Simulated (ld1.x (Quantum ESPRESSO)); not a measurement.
**Pseudopotential generation for copper (Cu): TM, revPBE, fully relativistic.**

copper (Cu), norm-conserving Troullier–Martins (Kleinman–Bylander form), made with ld1.x (Quantum ESPRESSO) 7.5 (revPBE, fully relativistic). Core [Ar], reference 3d9 4s2 4p0. Waves: 4s (bound): rc 1.75 bohr; 4p (bound, empty): rc 2.60 bohr; 4f channel at 0.2 Ry: rc 2.15 bohr; 3d (bound): rc 1.15 bohr. Local part: the d channel. Core correction: none.

Open shells are filled in proportion to 2j + 1 (rel_dist='average').

Problem. Does the generator finish with these settings?

Solution. Yes, a potential is produced.

Problem. Estimate the cutoffs (Ry, on a coarse ladder) from which the occupation-weighted sum of valence levels, in a spherical-Bessel basis at the reference potential, stays within 10 and 1 mRy of its value at 400 Ry.

Solution. 180 Ry and over 300 Ry.

Problem. Does the potential have ghost states?

Solution. Ghost states, extra bound levels that the all-electron valence spectrum of the same l lacks: s at -370.7 eV, p3/2 at -155.8 eV, p1/2 at -152.0 eV. A true bound ghost makes a file unfit for plane-wave use.

Problem. Which valence shell sets the plane-wave cutoff?

Solution. 3d: its level needs 180 Ry to come within 1 mRy, against 25 Ry for 4s.

Problem. Tests: 3d10 4s1 4p0; 3d10 4s0 4p0; 3d9 4s0 4p0; 3d9 4s1 4p1; 3d10 4s0 4p1; 3d9 4s1 4p0; 3d7 4s0 4p0. Which has the largest error in its energy relative to the reference configuration, and how large is it?

Solution. 3d7 4s0 4p0, with -274 meV (all-electron minus pseudo) on +125.73 eV.
